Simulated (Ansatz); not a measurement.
`O[SiH2]C#C[SiH3]` + `CBN[SiH3]` → `CBN([SiH3])[SiH3]` + `C#C[SiH2]O`  (ligand exchange at the Si–C bond)

Gas-phase electronic energies from Ansatz, PBE0-D4/def2-TZVP geometries. CCSD(T)/CBS is the MP2 limit (def2-TZVPP, def2-QZVPP) plus CCSD(T) − MP2 in def2-TZVPP, frozen cores. DFT in def2-TZVPP. One conformer a species, not always the lowest.

`O[SiH2]C#C[SiH3]`:

Cartesian coordinates in Å:
```
O -1.474 -2.701 -0.072
Si -0.778 -1.690 -1.161
C -0.123 -0.186 -0.349
C 0.325 0.805 0.194
Si 0.989 2.299 1.006
H -0.956 -2.969 0.688
H 0.360 -2.330 -1.867
H -1.843 -1.316 -2.115
H 2.392 2.507 0.573
H 0.165 3.471 0.624
H 0.942 2.110 2.477
```

`CBN[SiH3]`:

Z-matrix (Å, degrees):
```
C
B 1 1.567
H 1 1.096 2 109.8
H 1 1.094 2 115.7 3 -122.1
H 1 1.095 2 109.9 3 115.5
N 2 1.407 1 122.4 3 121.5
H 2 1.203 1 120.0 3 -58.4
Si 6 1.744 2 127.3 1 0.0
H 6 1.009 2 116.8 1 -179.9
H 8 1.486 6 111.6 2 -60.8
H 8 1.486 6 111.5 2 60.4
H 8 1.486 6 107.1 2 179.8
```

`CBN([SiH3])[SiH3]`:

Z-matrix (Å, degrees):
```
C
B 1 1.563
H 1 1.096 2 109.2
H 1 1.090 2 116.3 3 122.9
H 1 1.096 2 109.1 3 -114.2
N 2 1.420 1 126.9 3 -122.4
H 2 1.211 1 117.7 3 57.7
Si 6 1.748 2 127.9 1 0.8
Si 6 1.755 2 114.1 1 -179.2
H 8 1.481 6 110.9 2 4.2
H 8 1.486 6 109.9 2 -116.7
H 8 1.486 6 109.3 2 124.7
H 9 1.484 6 111.0 2 -62.9
H 9 1.483 6 110.9 2 59.0
H 9 1.489 6 107.3 2 178.0
```

`C#C[SiH2]O`:

Cartesian coordinates in Å:
```
C 0.402 -1.701 -1.271
C 0.160 -0.864 -0.436
Si -0.185 0.415 0.824
O -0.646 1.829 0.127
H 0.612 -2.444 -2.006
H 1.049 0.572 1.634
H -1.317 -0.011 1.672
H -0.075 2.203 -0.545
```

Q: Is it downhill or uphill in electronic energy at CCSD(T)/CBS, and by how much? (Estimate.)

A: Computed: Nearly level: ΔE = -0.03 eV.

Q: What do these levels give: PBE-D4, BHLYP-D4, ωB97X-V, r2SCAN, r2SCANh, LC-ωPBE, HF/def2-SVP, CCSD/def2-SVP, CCSD(T)/def2-SVP, MP2/def2-TZVPP, HF/def2-QZVPP, MP2/def2-QZVPP? (Best estimate.)

A: The calculation gave: PBE-D4 0.06, BHLYP-D4 -0.02, ωB97X-V 0.00, r2SCAN 0.06, r2SCANh 0.05, LC-ωPBE 0.02, HF/def2-SVP 0.08, CCSD/def2-SVP 0.03, CCSD(T)/def2-SVP 0.03, MP2/def2-TZVPP -0.03, HF/def2-QZVPP 0.03, MP2/def2-QZVPP -0.03 eV.

Largest T1 diagnostic among the species: 0.012.

In def2-TZVPP, CCSD(T) changes the Hartree–Fock value by −0.06 eV (the triples alone add −0.00 eV) and MP2 by −0.07 eV. Leaving LDA and LC-ωPBE aside and taking each functional with its dispersion term where it has one, the values spread over 0.09 eV, from BHLYP-D4 to PBE-D4. LDA lies −0.09 eV from PBE without D4. The D4 term adds −0.09 eV with B3LYP and −0.05 eV with PBE0; it sums over pairs of atoms, weighted by their polarisabilities, and B3LYP, whose exchange is more repulsive, gets the larger term.

B3LYP here is the variant with VWN-RPA as its local correlation; programs differ in this.
